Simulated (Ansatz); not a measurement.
MF3 with several metals: gap (eV) at several levels, gas phase, relaxed structures; Ansatz. Core potentials for La in the def2 sets, no spin–orbit coupling. HOMO and LUMO are taken over both spins. Singlets are spin-restricted. A dash marks a value that wasn't run or was left out as unsound. The structures are stationary points that may keep the symmetry of their start.

```csv
species,state,geometry,PBE-D4/def2-TZVP,PBE-D4/def2-TZVPD,B3LYP-D4/def2-TZVP,PBE0-D4/def2-SVP,PBE0-D4/def2-TZVP,HSE06-D4/def2-TZVP
LaF3,singlet,PBE0-D4/def2-TZVP,5.23,5.31,7.13,7.55,7.75,6.99
MnF3,quintet,r2SCAN-D4/def2-TZVP,1.32,1.32,4.31,4.80,4.95,4.14
CoF3,quintet,PBE0-D4/def2-TZVP,1.23,1.22,4.82,5.57,5.74,4.94
VF3,triplet,r2SCAN-D4/def2-TZVP,0.49,0.49,–,4.51,4.56,3.75
TiF3,doublet,PBE-D4/def2-TZVP,1.33,1.32,3.99,4.69,4.71,3.90
CrF3,quartet,r2SCAN-D4/def2-TZVP,1.61,1.60,4.62,5.33,5.42,4.60
FeF3,sextet,PBE0-D4/def2-TZVP,0.96,1.00,4.17,5.06,5.20,4.39
```

Over the 6 species that have every level, the mean is 1.95 at PBE-D4/def2-TZVP, 1.96 at PBE-D4/def2-TZVPD, 4.84 at B3LYP-D4/def2-TZVP, 5.50 at PBE0-D4/def2-SVP, 5.63 at PBE0-D4/def2-TZVP, 4.83 at HSE06-D4/def2-TZVP. Orbital gaps grow with the share of exact exchange and aren't one observable across functionals.
